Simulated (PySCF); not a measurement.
C2H9ClSi3, SMILES [SiH2]([Si@@H]1[SiH2]CC1)Cl.

Coordinates come from a B3LYP-D3(BJ)/def2-SVP optimisation. The structure was generated by enumeration; whether it is a known compound was not checked. One conformer was computed; it need not be the lowest.

These are PBE/def2-TZVP (PySCF) values and carry that method's errors.

Computed frontier levels, gap, dipole moment:
```json
{
 "highest_occupied_level": "-6.37 eV",
 "lowest_empty_level": "-1.66 eV",
 "orbital_gap": "4.71 eV",
 "dipole_moment": "0.466 e·Å",
 "quadrupole, principal values (traceless, Buckingham form, about the centre of nuclear charge)": "-2.66, 1.12, 1.53 D·Å"
}
```
